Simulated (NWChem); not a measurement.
System: H2TeS; SMILES S[TeH]

def2 effective core potentials on Te; no spin-orbit coupling.

Task: Give the equilibrium geometry at PBE0/def2-SVP with def2 effective core potentials on Te (NWChem) as a Z-matrix, with the point group.

Result: point group C1; any orientation.
```
Te
H 1 1.6728
S 1 2.4128 2 95.89
H 3 1.3528 1 96.97 2 90.07
```
